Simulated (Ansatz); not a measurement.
Ideal-gas functions of `[OH][GaH][S][SiH3]` at 298.15 K and 1 bar, from an Ansatz frequency run at PBE0-D4/def2-TZVP.

Molar mass 150.92 g/mol, point group Cs (symmetry number 1), electronic degeneracy 1, moments of inertia 107.853, 280.001, 381.899 u Å². Harmonic wavenumbers (cm⁻¹, unscaled): 73, 102, 138, 179, 336, 409, 469, 502, 580, 625, 645, 695, 821, 925, 941, 943, 2023, 2233, 2246, 2253, 3906.

Use S(trans) = R[1.5 ln M + 2.5 ln T − 1.1517]; rotational temperatures θ = 24.2544 K / I; S(rot) = R[ln(√π/σ · √(T³/θAθBθC)) + 1.5]; for each mode x = 1.438777 ν̃/T, S = R[x/(eˣ − 1) − ln(1 − e⁻ˣ)] and H = RT x/(eˣ − 1); 1 cm⁻¹ = 0.0119627 kJ/mol; R = 8.31446 J/(mol·K).

Problem. By hand: the entropy, in J/(mol·K).

Solution. Translation 171.4. Rotation: θ = 0.2249, 0.0866, 0.0635 K, giving 116.1. Vibration, mode by mode: 17.03, 14.29, 11.85, 9.79, 5.15, 3.89, 3.10, 2.73, 2.03, 1.71, 1.58, 1.31, 0.80, 0.53, 0.50, 0.49, 0.01, 0.00, 0.00, 0.00, 0.00, in all 76.8. Electronic 0.0. Sum 364.3 J/(mol·K).

Problem. By hand: H − E and G − E in kJ/mol, counted from the electronic energy.

Solution. Zero-point energy ½ × 21044 × 0.0119627 = 125.9; thermal vibration 12.4; translation, rotation and pV give 4 RT = 9.9. H − E = 148.2 kJ/mol, and G − E = 148.2 − 298.15 × 364.3/1000 = 39.6 kJ/mol.

Vibration gives 21 % of the entropy, 43.2 J/(mol·K) of it from the modes under 150 cm⁻¹: soft modes count most, and the harmonic formula is weakest for them. The sum counts one conformer and one mirror image; others add a mixing term.
